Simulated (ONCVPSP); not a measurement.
**Plane-wave convergence, ONCV potential for cerium (Ce)**

* Element: Ce
* Generator: ONCVPSP 4.0.1
* Type: optimised norm-conserving Vanderbilt (ONCV)
* Functional: BLYP
* Relativity: fully relativistic
* Frozen core: [Kr]
* Valence charge: 22
* Reference configuration: 4d10 4f1 5s2 5p6 5d1 6s1.75 6p0.25
* Partial waves: 5s+6s: rc 2.90 bohr, ncon 5, nbas 10, qcut 4.9 1/bohr, 3 projectors, debl 2.1 Ha; 5p+6p: rc 3.25 bohr, ncon 4, nbas 9, qcut 4.8 1/bohr, 3 projectors, debl 2.2 Ha; 4d+5d: rc 1.30 bohr, ncon 4, nbas 9, qcut 13.2 1/bohr, 3 projectors, debl 0.7 Ha; 4f: rc 1.15 bohr, ncon 4, nbas 8, qcut 14.5 1/bohr, 2 projectors, debl 3.9 Ha
* Local potential: polynomial inside 0.75 bohr (lpopt 5, dvloc0 6 Ha)
* Core correction: Teter function, fcfact 4.5, rcfact 1.2

Open shells are filled in proportion to 2j + 1.

**Question.** For each optimised wave give the share of its norm inside rc, the residual kinetic energy above qcut (Ha) and the cutoffs (Ha) for errors of 10, 1, 0.1 and 0.01 mHa per electron.

**Answer.**

```json
{"wave": "5s", "norm inside rc": "0.988", "residual KE": "5.1e-07", "10 mHa": "4.7", "1 mHa": "7.3", "0.1 mHa": "9.0", "0.01 mHa": "10.5"}
{"wave": "6s", "norm inside rc": "0.151", "residual KE": "8.2e-07", "10 mHa": "2.1", "1 mHa": "6.8", "0.1 mHa": "8.9", "0.01 mHa": "10.6"}
{"wave": "s projector 3", "norm inside rc": "0.170", "residual KE": "7.9e-05", "10 mHa": "7.2", "1 mHa": "10.0", "0.1 mHa": "11.9", "0.01 mHa": "26.9"}
{"wave": "5p j=3/2", "norm inside rc": "0.975", "residual KE": "1.0e-09", "10 mHa": "4.2", "1 mHa": "5.6", "0.1 mHa": "6.9", "0.01 mHa": "8.1"}
{"wave": "6p j=3/2", "norm inside rc": "0.066", "residual KE": "5.1e-09", "10 mHa": "2.6", "1 mHa": "4.1", "0.1 mHa": "5.4", "0.01 mHa": "6.4"}
{"wave": "p projector 3 j=3/2", "norm inside rc": "0.210", "residual KE": "3.8e-05", "10 mHa": "4.7", "1 mHa": "5.4", "0.1 mHa": "9.2", "0.01 mHa": "18.8"}
{"wave": "5p j=1/2", "norm inside rc": "0.983", "residual KE": "3.7e-09", "10 mHa": "4.6", "1 mHa": "6.1", "0.1 mHa": "7.5", "0.01 mHa": "8.6"}
{"wave": "6p j=1/2", "norm inside rc": "0.084", "residual KE": "2.9e-09", "10 mHa": "3.0", "1 mHa": "4.6", "0.1 mHa": "6.1", "0.01 mHa": "7.2"}
{"wave": "p projector 3 j=1/2", "norm inside rc": "0.217", "residual KE": "3.2e-05", "10 mHa": "5.0", "1 mHa": "6.1", "0.1 mHa": "9.1", "0.01 mHa": "18.3"}
{"wave": "4d j=5/2", "norm inside rc": "0.958", "residual KE": "1.7e-07", "10 mHa": "52.7", "1 mHa": "62.9", "0.1 mHa": "71.1", "0.01 mHa": "77.7"}
{"wave": "5d j=5/2", "norm inside rc": "0.045", "residual KE": "9.3e-08", "10 mHa": "42.5", "1 mHa": "55.8", "0.1 mHa": "66.3", "0.01 mHa": "74.6"}
{"wave": "d projector 3 j=5/2", "norm inside rc": "0.039", "residual KE": "1.0e-07", "10 mHa": "42.0", "1 mHa": "55.6", "0.1 mHa": "66.1", "0.01 mHa": "74.9"}
{"wave": "4d j=3/2", "norm inside rc": "0.961", "residual KE": "1.9e-07", "10 mHa": "53.2", "1 mHa": "63.3", "0.1 mHa": "71.5", "0.01 mHa": "78.0"}
{"wave": "5d j=3/2", "norm inside rc": "0.049", "residual KE": "1.2e-07", "10 mHa": "43.4", "1 mHa": "56.5", "0.1 mHa": "66.8", "0.01 mHa": "75.3"}
{"wave": "d projector 3 j=3/2", "norm inside rc": "0.040", "residual KE": "1.2e-07", "10 mHa": "42.6", "1 mHa": "56.2", "0.1 mHa": "66.7", "0.01 mHa": "75.4"}
{"wave": "4f j=7/2", "norm inside rc": "0.632", "residual KE": "1.4e-05", "10 mHa": "76.8", "1 mHa": "88.5", "0.1 mHa": "97.5", "0.01 mHa": "115.7"}
{"wave": "f projector 2 j=7/2", "norm inside rc": "0.078", "residual KE": "6.2e-05", "10 mHa": "78.3", "1 mHa": "92.3", "0.1 mHa": "103.1", "0.01 mHa": "183.9"}
{"wave": "4f j=5/2", "norm inside rc": "0.639", "residual KE": "1.4e-05", "10 mHa": "77.0", "1 mHa": "88.7", "0.1 mHa": "97.6", "0.01 mHa": "117.3"}
{"wave": "f projector 2 j=5/2", "norm inside rc": "0.078", "residual KE": "6.4e-05", "10 mHa": "78.5", "1 mHa": "92.4", "0.1 mHa": "103.2", "0.01 mHa": "185.6"}
```

The occupied waves need 89 Ha and 98 Ha for 1 and 0.1 mHa. Note: ghosts flagged at negative energy: s at -341.9 eV, p3/2 at -83.7 eV, p1/2 at -68.8 eV; GHOST(+) flagged for s at 171.8 eV. A true bound ghost makes a file unfit for plane-wave use.
